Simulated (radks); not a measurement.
The numbers below are computed, except where a source is named.
Question: These are the eigenvalues of the occupied orbitals of an atom or ion with whole-number occupations (eV). Code: a radial shooting solver on a logarithmic mesh with Libxc functionals. Model: non-relativistic Kohn-Sham, PBE, spin-polarised, spherical densities, point nucleus.

| orbital | eigenvalue |
|---|---|
| 1s up | -56212.18 |
| 1s down | -56179.10 |
| 2s up | -13244.35 |
| 2s down | -13188.41 |
| 2p up | -13047.24 |

Which element is it, and in what charge state? The configuration may be excited. Open shells, if any, are filled with parallel spins first.

Answer: Z = 66, dysprosium, charge +60: Dy60+ in [He] 2s2 2p2. The list shows which subshells hold electrons but not how many an open one holds; the 1s level, -2065.8 hartree, gives Z - s = 64.3 by -(Z - s)^2/2, which with screening narrows Z to a few neighbours, and the depths of the outer levels then fix element, charge and occupations together.
